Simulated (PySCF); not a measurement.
**Multinuclear NMR of C$_{6}$H$_{5}$N$_{3}$Si**

Geometry:
| atom | x (Å) | y (Å) | z (Å) |
| --- | --- | --- | --- |
| N1 | 5.858 | 0.527 | 0.673 |
| C2 | 4.730 | 0.412 | 0.474 |
| C3 | 3.400 | 0.276 | 0.244 |
| C4 | 2.208 | 0.156 | 0.050 |
| C5 | 0.840 | 0.015 | -0.190 |
| C6 | -0.196 | 0.073 | 0.712 |
| N7 | -1.351 | -0.122 | 0.009 |
| Si8 | -2.982 | -0.146 | 0.669 |
| C9 | -0.951 | -0.287 | -1.288 |
| N10 | 0.328 | -0.214 | -1.446 |
| H11 | -0.196 | 0.233 | 1.770 |
| H12 | -3.013 | -1.233 | 1.645 |
| H13 | -3.194 | 1.162 | 1.284 |
| H14 | -3.835 | -0.385 | -0.489 |
| H15 | -1.650 | -0.461 | -2.081 |

[PySCF 2.14.0 with density-fitted response routines: GIAO PBE0/pcSseg-1 shieldings; structure optimised with GFN2-xTB; in vacuum; one conformer; non-relativistic Hamiltonian; rapidly exchanging positions averaged]

Problem. What are the $^{29}$Si shifts?

Solution. 
```
atoms               environment  σ (ppm)  δ (ppm)
  Si8  silicon bonded to N, 3 H    401.4    -50.0
```

Shieldings were converted by a linear fit to measured shifts: $^{29}$Si (scatter 8.9 ppm rms, 25.8 ppm with the 6 outliers that the fit left out vs TMS, solution or neat liquid). A few per cent of atoms miss by over 2 rms, more outside the fitted compound classes.

On a 500 MHz spectrometer $^{29}$Si resonates near 99.3 MHz, so 1 ppm is 99.3 Hz.

Problem. Predict the $^{15}$N NMR data.

Solution. 
| atoms | environment | σ (ppm) | δ (ppm) |
| --- | --- | --- | --- |
| N10 | pyridine-type nitrogen of an azole | -54.6 | -97.8 |
| N1 | nitrile nitrogen | -49.4 | -102.6 |
| N7 | pyrrole-type ring nitrogen | 87.1 | -228.3 |

Shieldings were converted by a linear fit to measured shifts: $^{15}$N: δ = -148.07 − 0.921σ (rms 6.3 ppm, 71 shifts vs CH3NO2, solution or neat liquid). Occasional misses reach two or three times the rms, and more in compound classes unlike the fitted ones.

On a 500 MHz spectrometer $^{15}$N resonates near 50.7 MHz, so 1 ppm is 50.7 Hz.
